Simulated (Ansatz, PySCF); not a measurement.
C3H8BFO, SMILES C(B(CC)F)O. Atoms are numbered in the order given.

```xyz
14

C      2.4198    -0.3291     0.1165
C      0.9524    -0.7301    -0.0142
B     -0.1011     0.4213     0.1116
F      0.2944     1.6501     0.4714
C     -1.6398     0.2232    -0.1577
O     -2.0317    -1.0696    -0.5974
H      2.7063     0.3885    -0.6686
H      2.6161     0.1608     1.0830
H      3.0957    -1.1947     0.0366
H      0.7453    -1.2574    -0.9659
H      0.6842    -1.4866     0.7546
H     -2.2257     0.5683     0.7263
H     -1.9294     0.9339    -0.9561
H     -1.7057    -1.7068     0.0500
```

Coordinates come from a r2SCAN-D4/def2-SVP optimisation. This is a generated structure with no PubChem entry under its InChIKey; it may be hypothetical. The values are those of a single conformer.

Two levels are set side by side: PBE-D3(BJ)/def2-SVP (Ansatz, an electronic-structure program) and r2SCAN-D4/def2-SVP (Ansatz). Each level has its own optimised geometry; the coordinates shown are those of the second. Frequencies come from the Hessian of PySCF at each geometry. Differences are taken from unrounded values.

```json
[
 {"quantity": "mean bond length (Å)", "r2SCAN-D4": "1.241"},
 {"quantity": "bond C1–C2 (Å)", "r2SCAN-D4": "1.527"},
 {"quantity": "bond C2–B3 (Å)", "r2SCAN-D4": "1.566"},
 {"quantity": "bond B3–F4 (Å)", "r2SCAN-D4": "1.340"},
 {"quantity": "bond B3–C5 (Å)", "r2SCAN-D4": "1.575"},
 {"quantity": "bond C5–O6 (Å)", "r2SCAN-D4": "1.421"},
 {"quantity": "bond C1–H7 (Å)", "r2SCAN-D4": "1.102"},
 {"quantity": "bond C1–H8 (Å)", "r2SCAN-D4": "1.101"},
 {"quantity": "bond C1–H9 (Å)", "r2SCAN-D4": "1.101"},
 {"quantity": "bond C2–H10 (Å)", "r2SCAN-D4": "1.108"},
 {"quantity": "bond C2–H11 (Å)", "r2SCAN-D4": "1.111"},
 {"quantity": "bond C5–H12 (Å)", "r2SCAN-D4": "1.115"},
 {"quantity": "bond C5–H13 (Å)", "r2SCAN-D4": "1.107"},
 {"quantity": "bond O6–H14 (Å)", "r2SCAN-D4": "0.965"},
 {"quantity": "highest harmonic wavenumber (cm⁻¹)", "r2SCAN-D4": "3832"},
 {"quantity": "mean harmonic wavenumber (cm⁻¹)", "r2SCAN-D4": "1379"},
 {"quantity": "zero-point energy (kcal/mol)", "r2SCAN-D4": "70.99"}
]
```

Task: What does PBE-D3(BJ) give, and how far is it from r2SCAN-D4? (Estimate from the structure and the level; the computed values follow.)

Result: 
```tsv
quantity	PBE-D3(BJ)	PBE-D3(BJ) minus r2SCAN-D4
mean bond length (Å)	1.248	0.007
bond C1–C2 (Å)	1.531	0.004
bond C2–B3 (Å)	1.572	0.006
bond B3–F4 (Å)	1.347	0.007
bond B3–C5 (Å)	1.582	0.007
bond C5–O6 (Å)	1.425	0.004
bond C1–H7 (Å)	1.109	0.007
bond C1–H8 (Å)	1.109	0.007
bond C1–H9 (Å)	1.109	0.008
bond C2–H10 (Å)	1.114	0.007
bond C2–H11 (Å)	1.119	0.008
bond C5–H12 (Å)	1.124	0.009
bond C5–H13 (Å)	1.116	0.008
bond O6–H14 (Å)	0.974	0.008
highest harmonic wavenumber (cm⁻¹)	3715	-117
mean harmonic wavenumber (cm⁻¹)	1344	-35
zero-point energy (kcal/mol)	69.17	-1.82
```
